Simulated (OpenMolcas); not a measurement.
**Ta4+ in a ligand field**

Ta4+ with 6 ligands (ammonia) in tetragonal octahedral coordination (Ci) at 2.1 Å, the axial distance 2.394 Å. Ligand basis ANO-RCC-VDZP.
```
Ta    0.0000    0.0000    0.0000
N     2.1000    0.0000    0.0000
H     2.4821    0.9457    0.0000
H     2.4821   -0.4729    0.8190
H     2.4821   -0.4729   -0.8190
N     0.0000    2.1000    0.0000
H     0.0000    2.4821    0.9457
H     0.8190    2.4821   -0.4729
H    -0.8190    2.4821   -0.4729
N    -2.1000    0.0000    0.0000
H    -2.4821   -0.9457    0.0000
H    -2.4821    0.4729   -0.8190
H    -2.4821    0.4729    0.8190
N     0.0000   -2.1000    0.0000
H     0.0000   -2.4821   -0.9457
H    -0.8190   -2.4821    0.4729
H     0.8190   -2.4821    0.4729
N     0.0000    0.0000    2.3940
H     0.9457    0.0000    2.7761
H    -0.4729    0.8190    2.7761
H    -0.4729   -0.8190    2.7761
N     0.0000    0.0000   -2.3940
H    -0.9457    0.0000   -2.7761
H     0.4729   -0.8190   -2.7761
H     0.4729    0.8190   -2.7761
```

- Program: OpenMolcas 26.06
- Method: CASSCF
- Basis: ANO-RCC-VTZP [8s7p5d3f2g1h]
- Scalar Hamiltonian: DKH2, point nucleus
- Active space: 1 electron in 5 orbitals (5d)
- State averaging: 2S+1 = 2 even, 5 roots
- Spin-orbit coupling: RASSI with atomic mean-field integrals over the reference wave functions

The lowest spin-free states, above the lowest:

| State | Degeneracy | E (cm-1) |
| --- | --- | --- |
| 2S+1 = 2 | 1 | 0.0 |
| 2S+1 = 2 | 1 | 523.3 |
| 2S+1 = 2 | 1 | 1787 |
| 2S+1 = 2 | 1 | 33060 |
| 2S+1 = 2 | 1 | 53322 |

The lowest levels with spin-orbit coupling:

```json
{"E (cm-1)": "0.0", "Degeneracy": "2", "2S+1": "2", "g": "0.14 0.27 0.62"}
{"E (cm-1)": "981.9", "Degeneracy": "2", "2S+1": "2", "g": "0.19 0.55 1.31"}
{"E (cm-1)": "4117", "Degeneracy": "2", "2S+1": "2", "g": "0.59 2.22 2.61"}
{"E (cm-1)": "34323", "Degeneracy": "2", "2S+1": "2", "g": "1.99 2.23 2.24"}
{"E (cm-1)": "54527", "Degeneracy": "2", "2S+1": "2", "g": "2.04 2.04 2.19"}
```

Powder χT (cm3 K/mol): 0.0152 at 2 K, 0.0162 at 10 K, 0.0215 at 50 K, 0.0281 at 100 K, 0.0413 at 200 K, 0.0548 at 300 K. The effective moment at 300 K is 2.828 √(χT) = 0.66 μB.

The lowest level has 2S+1 = 2, for which the spin-only value is χT = S(S+1) / 2 = 0.375 cm3 K/mol (g = 2). The computed 0.055 at 300 K differs by -0.320, through orbital momentum, spin-orbit coupling and any other state in reach.

Metal share of the active 5d orbitals (Löwdin): 68, 70, 87, 89, 89 %; Mulliken charge of the metal 2.56.

Spin-orbit coupling mixes the spin-free states strongly: the lowest level takes only 67 % from its leading state, an unlabelled state of the same spin as most of the rest. The least metal-like active orbital is 68 % on the metal (Löwdin) and no ligand orbital is active, so the numbers are rough. With metal d orbitals alone the field can be off either way by tens of per cent. Ligand-to-metal charge-transfer states are missing. No measured value stands beside these numbers; the geometry is a model, was not optimised and need not be the one that this ion takes.

A state without a sure symmetry label is named by its multiplicity alone.
